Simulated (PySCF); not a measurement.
**Ta²⁺: ionisation energy**

Ta²⁺ [Xe] 4f14 5d3 (4F) → Ta³⁺ [Xe] 4f14 5d2 (3F), as a difference of total energies. All numbers are calculated (PySCF 2.14, scalar relativity by spin-free X2C-1e, in x2c-TZVPPall (11s7p7d3f1g, 97 functions)). Correlated levels: valence: [Xe] 4f14 frozen. The calculations carry no spin-orbit coupling.

```tsv
method	ionisation energy (eV)
UHF	23.110
LDA	24.539
PBE	24.312
PBE0	24.211
r2SCAN	24.211
PW91	24.374
B2PLYP	23.829
revPBE	24.228
MP2 (valence)	23.362
SCS-MP2 (valence)	23.194
```

**Question.** How much does correlation contribute at MP2 (valence)?

**Answer.** 23.362 − (23.110) = 0.252 eV, measured against UHF.

A first-order spin-orbit estimate (lowest level to lowest level, LS coupling) adds -0.087 eV.

Errors of the correlated levels include the incompleteness of this basis and the frozen core.

For comparison: 23.1 ± 1.6 eV (theoretical estimate listed by NIST; NIST Atomic Spectra Database, ionization energies).
